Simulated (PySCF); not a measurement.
**Question.** Give a GFN2-xTB geometry of `O=C([O-])c1ccc2c(c1)C2`. (Charge -1.)

**Answer.** 
```xyz
15
C8H5O2 angstrom
O      3.3773   -0.6129    0.2853
C      2.4666   -0.9645   -0.4774
O      2.5123   -1.7175   -1.4601
C      1.0504   -0.3722   -0.1536
C      0.8986    0.4793    0.9302
C     -0.3301    1.0602    1.3006
C     -1.3492    0.6958    0.4811
C     -1.2051   -0.1501   -0.5963
C     -0.0383   -0.7252   -0.9794
C     -2.5693    0.3928   -0.3213
H      1.7896    0.6923    1.5052
H     -0.4163    1.7227    2.1543
H      0.1194   -1.3918   -1.8150
H     -3.3307   -0.2627    0.0977
H     -2.9797    1.1617   -0.9733
```

Any rigid rotation of these coordinates is as good. Atoms count from 1 in this order. C8 (substituted aromatic carbon) has angles 172.7°, 124.9° and 62.4°. C2 (carboxylate carbon) is planar (angles 129.3°, 115.4° and 115.2°, sum 360.0°, 0.00 Å off the plane of its three neighbours). C6 (aromatic CH carbon) is planar (angles 125.4°, 121.9° and 112.7°, sum 360.0°, 0.00 Å off the plane of its three neighbours). The 9 C–C bonds span 1.356 Å (C8–C9, aromatic) to 1.569 Å (C2–C4, drawn single), a spread of 0.213 Å.

Bonds between heavy atoms (Å): O1=C2 1.239, C2–O3 1.239, C2–C4 1.569, C4–C5 1.387, C5–C6 1.409, C6–C7 1.358, C7–C8 1.377, C8–C9 1.356, C8–C10 1.494, C4–C9 1.411, C7–C10 1.491.

Computed geometry: GFN2-xTB, gas phase.

Point group: Cs (tolerance 0.08 Å). Stationary, but not proved a minimum.
